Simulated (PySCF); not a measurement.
C₉H₉F₃, SMILES FC(F)(F)CCc1ccccc1, singlet, GFN2-xTB optimised geometry.

```
21

F     -3.08    -2.60    -0.95
C     -1.88    -2.67    -1.55
F     -2.12    -3.06    -2.82
F     -1.22    -3.69    -0.97
C     -1.12    -1.37    -1.49
C     -0.86    -0.95    -0.03
C     -0.09     0.34     0.00
C     -0.77     1.56     0.00
C     -0.07     2.75    -0.01
C      1.32     2.74     0.00
C      2.00     1.53     0.00
C      1.29     0.34     0.00
H     -0.17    -1.51    -2.02
H     -1.71    -0.61    -2.01
H     -0.29    -1.74     0.47
H     -1.81    -0.84     0.48
H     -1.85     1.57     0.00
H     -0.60     3.69    -0.01
H      1.87     3.67     0.00
H      3.08     1.52     0.00
H      1.83    -0.60     0.01
```

Density from B3LYP/def2-SVP run with PySCF at that geometry.

Minimum of the electron density along straight lines between bonded atoms, close to the bond critical point (lines longer than 1.1 times the sum of covalent radii, or with two minima, are not listed):

| bond | length / Å | ρ at the minimum / e bohr⁻³ | ∇²ρ there / e bohr⁻⁵ | position (fraction from the first atom) |
|---|---|---|---|---|
| F1–C2 | 1.342 | 0.274 | -0.22 | 0.66 |
| C2–F3 | 1.344 | 0.273 | -0.24 | 0.34 |
| C2–F4 | 1.342 | 0.274 | -0.22 | 0.34 |
| C2–C5 | 1.513 | 0.266 | -0.68 | 0.54 |
| C5–C6 | 1.534 | 0.240 | -0.54 | 0.51 |
| C6–C7 | 1.505 | 0.256 | -0.60 | 0.50 |
| C7–C8 | 1.389 | 0.313 | -0.80 | 0.50 |
| C8–C9 | 1.384 | 0.315 | -0.82 | 0.50 |
| C9–C10 | 1.384 | 0.314 | -0.82 | 0.50 |
| C10–C11 | 1.384 | 0.314 | -0.82 | 0.50 |
| C7–C12 | 1.388 | 0.313 | -0.80 | 0.50 |
| C11–C12 | 1.384 | 0.315 | -0.82 | 0.50 |
| C5–H13 | 1.092 | 0.278 | -1.03 | 0.63 |
| C5–H14 | 1.092 | 0.278 | -1.03 | 0.63 |
| C6–H15 | 1.092 | 0.279 | -1.03 | 0.63 |
| C6–H16 | 1.092 | 0.279 | -1.03 | 0.63 |
| C8–H17 | 1.081 | 0.283 | -1.07 | 0.63 |
| C9–H18 | 1.080 | 0.284 | -1.08 | 0.63 |
| C10–H19 | 1.080 | 0.284 | -1.08 | 0.63 |
| C11–H20 | 1.080 | 0.284 | -1.08 | 0.63 |
| C12–H21 | 1.081 | 0.283 | -1.07 | 0.63 |
